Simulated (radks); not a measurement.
All-electron atom: the germanium ion Ge3+ in [Ar] 3d10 4f1 (not the ground configuration).

All-electron calculation, scalar-relativistic Kohn-Sham, PBE, spin-unpolarised, spherical densities, finite nucleus; Fermi nuclear charge, rms radius 4.0742 fm. Program: a radial shooting solver on a logarithmic mesh with Libxc functionals.

Energy parts (eV):
part                       energy
total                  -57021.594
kinetic                 58055.949
electron-nucleus      -136232.424
Hartree                 23289.270
exchange-correlation    -2134.390

Orbitals (lengths in bohr, moments of r in powers of bohr; <r^-3> diverges for s and p1/2; r(max) is where P^2 peaks):
orbital  occ.  eigenvalue (eV)   r(max)   <r^-3>     <r^2>       <r^4>
1s          2        -11004.35  0.03073        -  0.002973  0.00002275
2s          2        -1414.067   0.1760        -   0.05202    0.004691
2p          6        -1241.098   0.1412    994.8   0.04134    0.003440
3s          2        -210.6716   0.5424        -    0.4485      0.3234
3p          6        -157.7647   0.5431    134.7    0.4900      0.4141
3d         10         -71.0696   0.5030    14.48    0.6487      0.9574
4s          0         -45.7056    1.582        -     3.615       19.79
4p          0         -34.6492    1.798    13.87     4.834       36.18
4d          0         -20.2006    2.588    1.077     9.890       151.6
4f          1         -11.6693    3.951  0.02875     21.35       674.9
5f          0          -6.6671    8.101  0.01534     69.76        6858

The highest occupied level is 4f at -11.669 eV. The configuration is held as typed, so some empty levels lie below it. The density falls to 0.001 e/bohr^3 at r = 4.54 bohr. Summed over all electrons, <r^2> = 32.03 bohr^2, which gives a Langevin (diamagnetic) susceptibility term of -25.4 x 10^-6 cm^3/mol.
